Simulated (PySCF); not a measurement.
Ligand exchange on a metal centre used in film growth or etching (Zn Br-H). Isolated molecules, 0 K electronic values unless said otherwise.

The HOMO from two functionals at the same geometries (BP86-D3(BJ)/def2-SVP), both in PySCF: PBE-D3(BJ)/def2-TZVP and TPSSh-D3(BJ)/def2-TZVP. 

| species | PBE-D3(BJ)/def2-TZVP (eV) | TPSSh-D3(BJ)/def2-TZVP (eV) |
|---|---|---|
| 0 of 2 Br replaced by H ([Zn(Br)2]) | -7.31 | -7.90 |
| 1 of 2 Br replaced by H ([Zn(Br)(H)]) | -7.11 | -7.69 |
| 2 of 2 Br replaced by H | -6.85 | -7.49 |

Over these rows, drawn at random from the members with no instability flagged (it was tested for open shells, ions and some series alone), PBE minus TPSSh-D3(BJ): mean +0.60 eV, from +0.58 eV to +0.64 eV.
